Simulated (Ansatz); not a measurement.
Input for Ansatz (a program for electronic structure): R-MP2/cc-pVTZ on CH5Ga (SMILES [CH3][GaH2]), atoms moved off the minimum. The run froze 15 orbitals, filled d shells among them.

Ansatz 0.2 input:
```yaml
crystal:
  periodic: [false, false, false]
  atoms:
    - {symbol: Ga, position_ang: [-0.02760584, -0.20128774, -0.34230878]}
    - {symbol: H, position_ang: [-1.31662510, -0.32735809, -1.19671904]}
    - {symbol: H, position_ang: [1.38057143, -0.80846137, -0.94478359]}
    - {symbol: C, position_ang: [-0.02638004, 0.71403356, 1.38728132]}
    - {symbol: H, position_ang: [-0.08287838, 1.82171249, 1.18434129]}
    - {symbol: H, position_ang: [0.84996213, 0.54226665, 1.97669926]}
    - {symbol: H, position_ang: [-0.87943297, 0.45191353, 1.96256068]}
basis:
  gaussian:
    orbitals: cc-pVTZ
magnetization: {spin_polarized: false}
correlation: {method: mp2, electrons: outside_noble_gas}
scf: {lower_state_search: off}
output: {forces: true}
```

Output:

```
WARN ansatz: RAYON_NUM_THREADS=1 ignored (pool sized by the plan → 1); use --threads N
Functional definition: HF
these checks for a lower state are left out or cut short: starts, cluster_reference, orbital_swaps, neighbouring_geometries, increment
integrals: 0.13 GiB planned
825 factors; integrals over basis functions are off by at most 1.0e-3 eV
mean field: 0.37 GiB planned
mean field evaluation 1: about -53442.8034 eV, gradient 2.6e1 eV
mean field evaluation 2: about -53442.8278 eV, gradient 2.6e1 eV
mean field evaluation 4: about -53444.6795 eV, gradient 2.2e0 eV
mean field evaluation 8: about -53444.7026 eV, gradient 1.4e-1 eV
mean field -53444.70267370 eV, -1964.0565971378 hartree, gradient 8.1e-6 eV, S^2 0.000000; 0 other end points of the search recorded, 0 dependent functions left out
15 core orbitals not correlated
reference -53444.70267370 eV, -1964.0565971378 hartree; 6, 6 occupied and 122, 122 virtual orbitals, 825 factors
densities: 0.32 GiB planned
second order -7.30072635 eV of doubles, -0.00000000 eV of singles
the calculation of the forces begins
Total energy: -53452.00340005 eV, -1964.3248938826 hartree
Atom 0 at    -0.027606    -0.201288    -0.342309 Å, force     1.155480    -0.453325    -0.448461 eV/Å
Atom 1 at    -1.316625    -0.327358    -1.196719 Å, force    -0.394726    -0.041969    -0.232289 eV/Å
Atom 2 at     1.380571    -0.808461    -0.944784 Å, force    -0.673647     0.266971     0.261796 eV/Å
Atom 3 at    -0.026380     0.714034     1.387281 Å, force     0.211588     1.486398    -0.623221 eV/Å
Atom 4 at    -0.082878     1.821712     1.184341 Å, force     0.002123    -1.019870     0.243893 eV/Å
Atom 5 at     0.849962     0.542267     1.976699 Å, force     0.541327    -0.105226     0.261816 eV/Å
Atom 6 at    -0.879433     0.451914     1.962561 Å, force    -0.842146    -0.132979     0.536466 eV/Å
Dipole moment:    -0.059211     0.070274     0.134631 e Å
Checks for a lower state left out: starts, cluster_reference, orbital_swaps, neighbouring_geometries, increment
```

The run converged.

Cost: about 7 core-seconds (a rough figure).
